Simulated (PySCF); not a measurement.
From computed data to an observable: chemical shift, span and skew from a shielding tensor

1-chlorobuta-1,2-diene (C₄H₅Cl), SMILES CC=C=CCl. Atoms are numbered in the order given.

```xyz
10

C     -2.7642     0.4968     0.1331
C     -1.7145    -0.5454    -0.1459
C     -0.4584    -0.3007    -0.4350
C      0.7902    -0.0485    -0.7283
Cl     2.0530     0.0950     0.4870
H     -2.3522     1.5135     0.0689
H     -3.5985     0.4086    -0.5834
H     -3.1905     0.3535     1.1404
H     -2.0368    -1.5959    -0.1004
H      1.1586     0.0914    -1.7482
```
Charge 0, spin multiplicity 1.

The structure is a stationary point at B3LYP-D3(BJ)/def2-SVP.

GIAO shieldings from PBE/pcSseg-1 in PySCF, non-relativistic, no solvent. The symmetric part of the tensor of C4 has the principal values 16.6, 88.6, 127.9 ppm. The same nucleus in TMS has σ = 182.0 ppm at this level (PySCF, at its B3LYP-D3(BJ)/def2-TZVP geometry). Without spin–orbit terms, shifts of atoms bonded to Cl or Br come out too high.

Question: Work out the isotropic shielding, the ¹³C shift against TMS, the span and the skew.

Answer: 
σ(iso) = (σ11 + σ22 + σ33)/3 = 77.7 ppm. δ = σ(ref) − σ(iso) = 182.0 − (77.7) = 104.3 ppm.
Span Ω = σ33 − σ11 = 111.3 ppm. Skew κ = 3(σ(iso) − σ22)/Ω = -0.29. Tumbling in solution averages the tensor to δ; in a static solid the shielding alone would spread this spin-1/2 line over Ω.
